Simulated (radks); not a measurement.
The numbers below are computed, except where a source is named.
Q: Au28+, configuration [Ar] 3d10 4s2 4p5 4d10 4f5 5p1 (not the ground configuration). Level of theory: Dirac Kohn-Sham, exchange-only B88, spin-unpolarised, spherical densities, finite nucleus; open shells fill j = l - 1/2 first; Fermi nuclear charge, rms radius 5.4371 fm (a radial shooting solver on a logarithmic mesh with Libxc functionals). Some entries of the table are withheld. Estimate them.

| orbital | occ. | eigenvalue (hartree) | <r^2> (bohr^2) | <1/r> (bohr^-1) |
|---|---|---|---|---|
| 1s1/2 | 2 | -2998.172 | 0.0003934 | 95.69 |
| 2s1/2 | 2 | -557.8109 | 0.005940 | 23.52 |
| 2p1/2 | 2 | -536.5458 | 0.004201 | 23.49 |
| 2p3/2 | 4 | -469.0722 | 0.005390 | 19.14 |
| 3s1/2 | 2 | -158.5454 | 0.03836 | 8.658 |
| 3p1/2 | 2 | -148.9827 | 0.03495 | 8.572 |
| 3p3/2 | 4 | -134.0043 | 0.04124 | 7.443 |
| 3d3/2 | 4 | -118.1020 | 0.03161 | 7.333 |
| 3d5/2 | 6 | -114.8827 | 0.03331 | 7.076 |
| 4s1/2 | 2 | -59.42982 | 0.1718 | 3.841 |
| 4p1/2 | 2 | -55.29952 | 0.1724 | 3.751 |
| 4p3/2 | 3 | -51.23402 | 0.1972 | 3.372 |
| 4d3/2 | 4 | -44.46536 | 0.1959 | 3.221 |
| 4d5/2 | 6 | -43.64882 | 0.2033 | 3.136 |
| 4f5/2 | 5 | -35.14881 | 0.1860 | 2.909 |
| 4f7/2 | 0 | -34.93821 | 0.1890 | 2.879 |
| 5s1/2 | 0 | -29.88050 | 0.5914 | 1.985 |
| 5p1/2 | 1 | (1) | 0.6173 | 1.926 |
| 5p3/2 | 0 | (2) | 0.6830 | 1.788 |
| 5d3/2 | 0 | -23.78151 | (3) | 1.691 |
| 5d5/2 | 0 | -23.49587 | (4) | 1.661 |

A: 
(1) 5p1/2 eigenvalue (hartree): -28.08981
(2) 5p3/2 eigenvalue (hartree): -26.68576
(3) 5d3/2 <r^2> (bohr^2): 0.7377
(4) 5d5/2 <r^2> (bohr^2): 0.7569
